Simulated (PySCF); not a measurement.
C2H10OSi3.
Atom-mapped SMILES: `[SiH3:1]/[CH:2]=[CH:3]\[SiH2:4][O:5][SiH3:6]` (hydrogens: H7, H8, H9 on Si1; H10 on C2; H11 on C3; H12, H13 on Si4; H14, H15, H16 on Si6)

The geometry is computed with GFN2-xTB (gas phase).

Give the optimised bond lengths and angles.

| bond | length (Å) | order |
| --- | --- | --- |
| Si1–C2 | 1.881 | single |
| C2=C3 | 1.332 | double |
| C3–Si4 | 1.881 | single |
| Si4–O5 | 1.622 | single |
| O5–Si6 | 1.615 | single |
| Si1–H7, Si1–H8, Si1–H9 | 1.466 | single |
| C2–H10 | 1.087 | single |
| C3–H11 | 1.088 | single |
| Si4–H12, Si4–H13 | 1.464 | single |
| Si6–H14, Si6–H15, Si6–H16 | 1.462 | single |

Bonds in one row agree within 0.01 Å and their mean is given. Orders are formal, as drawn. A selection of angles:
| angle | degrees |
| --- | --- |
| C2–Si1–H7 | 107.9 |
| C2–Si1–H8 | 109.9 |
| C2–Si1–H9 | 110.6 |
| H7–Si1–H8 | 108.9 |
| Si1–C2–C3 | 126.1 |
| Si1–C2–H10 | 115.8 |
| C3–C2–H10 | 118.1 |
| C2–C3–Si4 | 126.5 |
| C2–C3–H11 | 118.3 |
| Si4–C3–H11 | 115.2 |
| C3–Si4–O5 | 107.4 |
| C3–Si4–H12 | 111.9 |
| C3–Si4–H13 | 112.9 |
| O5–Si4–H12 | 106.2 |
| H12–Si4–H13 | 112.6 |
| Si4–O5–Si6 | 169.5 |
| O5–Si6–H14 | 108.2 |
| O5–Si6–H15 | 106.3 |
| H14–Si6–H15 | 111.5 |
| H15–Si6–H16 | 112.7 |

Torsions: Si1–C2–C3–Si4 0° (synperiplanar); C2–C3–Si4–O5 168° (antiperiplanar). The mirror-image conformer, all signs reversed, is as good.

Si4 (oxygen-bound silicon) is distorted tetrahedral (angles from 105.2° to 112.9°). Of the pairs four or more bonds apart, Si4···H9 is among the closest relative to their van der Waals radii: 3.33 Å, 101 % of the sum of Bondi's values. O5 (siloxane oxygen) is bent (angle 169.5°). Si6 (oxygen-bound silicon) is tetrahedral (angles from 106.2° to 112.7°). Si1 (SiH3 silicon) is tetrahedral (angles from 107.9° to 110.6°).

Point group: C1 (no symmetry element, even within 0.4 Å). Whether it is a minimum is left open (no frequencies). One conformer, not necessarily the lowest.
